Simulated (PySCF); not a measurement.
**Pt⁻ (platinum, charge -1): UHF calculation**

Configuration: [Xe] 4f14 5d9 6s2, 2D determinant. All numbers are calculated (PySCF 2.14, scalar relativity by spin-free X2C-1e, in x2c-TZVPPall with one added diffuse shell each of s, p, d, f type (12s8p8d4f1g, 113 functions)).

```
Total energy                                                  : -18410.155599 hartree
One-electron energy                                           : -25270.7613 hartree
Hartree (Coulomb) energy                                      : 7216.5519 hartree
Exchange energy                                               : -355.9463 hartree
⟨S²⟩                                                          : 0.7745
⟨L²⟩                                                          : 6.038
Sum of ⟨r⟩                                                    : 50.71 bohr
Sum of ⟨r²⟩                                                   : 89.52 bohr²
Traceless quadrupole moment −½Σ⟨3z² − r²⟩ along its main axis : -0.718 e·bohr²
Langevin diamagnetic susceptibility                           : -70.9 ×10⁻⁶ cm³/mol
```

```csv
shell,electrons,mean orbital energy (hartree),spread (hartree),"rms radius, mean of both spins (bohr)"
1s α,1,-2896.37856,0,0.0194
1s β,1,-2896.37851,0,0.0194
2s α,1,-514.08732,0,0.0782
2s β,1,-514.08244,0,0.0782
2p α,3,-447.20006,0.00486,0.0716
2p β,3,-447.19514,0.00072,0.0716
3s α,1,-123.06297,0,0.199
3s β,1,-123.06133,0,0.199
3p α,3,-103.17605,0.00840,0.202
3p β,3,-103.17437,0.00674,0.202
3d α,5,-80.66616,0.00948,0.185
3d β,5,-80.66192,0.01175,0.185
4s α,1,-27.58981,0,0.441
4s β,1,-27.58354,0,0.441
4p α,3,-20.92649,0.01786,0.469
4p β,3,-20.92046,0.01140,0.469
4d α,5,-12.49935,0.02295,0.503
4d β,5,-12.49015,0.02481,0.503
5s α,1,-4.20445,0,1.03
5s β,1,-4.15439,0,1.03
4f α,7,-3.13480,0.02092,0.565
4f β,7,-3.12870,0.01296,0.565
5p α,3,-2.37031,0.04910,1.19
5p β,3,-2.29871,0.03477,1.19
5d α,5,-0.20200,0.05981,1.87
5d β,4,-0.16371,0.04249,1.87
6s α,1,-0.05443,0,4.37
6s β,1,-0.03024,0,4.37
```

Spin-orbit coupling, absent here, splits the open shell strongly.

Densities and radii are taken from the X2C orbitals without a picture-change correction, which distorts them close to the nucleus.

Spin-orbit constants ζ (cm⁻¹) from the X2C one-electron operator on these orbitals: bare nucleus, nucleus screened by l(l+1)(2l+1)/3 electrons, and screened by the Breit-Pauli mean field of the electrons.

```json
{"shell": "2p", "bare": "8628000", "screened nucleus": "8407000", "mean field": "n/a"}
{"shell": "3p", "bare": "1916000", "screened nucleus": "1867000", "mean field": "n/a"}
{"shell": "3d", "bare": "297800", "screened nucleus": "259600", "mean field": "n/a"}
{"shell": "4p", "bare": "452600", "screened nucleus": "441000", "mean field": "n/a"}
{"shell": "4d", "bare": "61920", "screened nucleus": "53980", "mean field": "n/a"}
{"shell": "4f", "bare": "12110", "screened nucleus": "7766", "mean field": "n/a"}
{"shell": "5p", "bare": "68970", "screened nucleus": "67210", "mean field": "n/a"}
{"shell": "5d", "bare": "4991", "screened nucleus": "4351", "mean field": "n/a"}
```

To first order the Landé constant is A = -4351 cm⁻¹, so the lowest level has J = 5/2 and lies 0.539 eV below the centre of the term. First order in ζ underestimates the shift of the j = l − 1/2 level at high Z.
